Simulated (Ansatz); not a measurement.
Gas-phase electronic energies from Ansatz, PBE0-D4/def2-TZVP geometries. CCSD(T)/CBS is the MP2 limit (def2-TZVPP, def2-QZVPP) plus CCSD(T) − MP2 in def2-TZVPP, frozen cores. Each species was taken in one conformer, which may not be the lowest.

Reaction (formal exchange of groups at the Si–S bond): `CO[SiH2]S[SiH2]F` + `COC(N)F` → `NC(F)O[SiH2]F` + `CO[SiH2]SC`

`CO[SiH2]S[SiH2]F`:

Cartesian coordinates in Å:
```
C 1.865 -0.872 0.275
O 0.760 -1.749 0.182
Si -0.743 -1.294 -0.247
S -1.602 0.114 1.133
Si -1.228 1.898 0.065
F 0.344 2.185 -0.037
H 2.753 -1.472 0.472
H 2.013 -0.315 -0.657
H 1.728 -0.156 1.089
H -0.746 -0.645 -1.586
H -1.568 -2.517 -0.204
H -1.846 2.997 0.837
H -1.730 1.826 -1.324
```

`COC(N)F`:

Cartesian coordinates in Å:
```
C -1.650 0.242 0.196
O -0.531 -0.573 -0.081
C 0.669 0.056 0.072
N 1.689 -0.887 -0.107
F 0.745 1.109 -0.870
H -1.589 0.658 1.209
H -1.735 1.060 -0.524
H -2.527 -0.398 0.126
H 0.761 0.564 1.041
H 2.600 -0.452 -0.080
H 1.567 -1.381 -0.982
```

`NC(F)O[SiH2]F`:

Z-matrix (Å, degrees):
```
C
F 1 1.409
O 1 1.374 2 107.3
N 1 1.397 2 112.7 3 120.4
H 1 1.094 2 104.6 3 -119.1
Si 3 1.640 1 126.7 2 -41.2
H 4 1.010 1 111.8 2 60.3
H 4 1.012 1 111.4 2 -64.1
F 6 1.595 3 109.4 1 -55.8
H 6 1.474 3 104.8 1 -172.5
H 6 1.475 3 112.7 1 63.6
```

`CO[SiH2]SC`:

```xyz
13

C    -0.931    0.749   -1.765
O    -0.322   -0.437   -1.305
Si    1.114   -0.456   -0.512
S     1.085    0.643    1.301
C    -0.120   -0.353    2.230
H    -1.103    1.453   -0.944
H    -0.316    1.244   -2.525
H    -1.891    0.486   -2.212
H     1.371   -1.892   -0.258
H     2.190    0.188   -1.312
H    -0.226    0.110    3.211
H     0.238   -1.375    2.358
H    -1.089   -0.360    1.733
```

| level | ΔE (kJ/mol) |
| --- | --- |
| MP2/def2-TZVPP | -65.6 |
| SCS-MP2/def2-TZVPP | -67.0 |
| HF/def2-QZVPP | -73.0 |
| MP2/def2-QZVPP | -66.5 |

**Question.** What does CCSD(T)/CBS give? (Estimate.)

**Answer.** The calculation gave: -63.6 kJ/mol. The listed levels differ from it by -2.0, -3.4, -9.4, -2.9 kJ/mol.

Largest T1 diagnostic among the species: 0.012.

In def2-TZVPP, CCSD(T) changes the Hartree–Fock value by +8.9 kJ/mol (the triples alone add +2.2 kJ/mol) and MP2 by +6.1 kJ/mol. From PBE to PBE0 (25 % exact exchange), in def2-TZVPP and without D4, ΔE moves by −3.1 kJ/mol.

CCSD(T)/CBS has its own doubt, a few kJ/mol and more with outer-core shells, so smaller differences from it don't rank the levels.
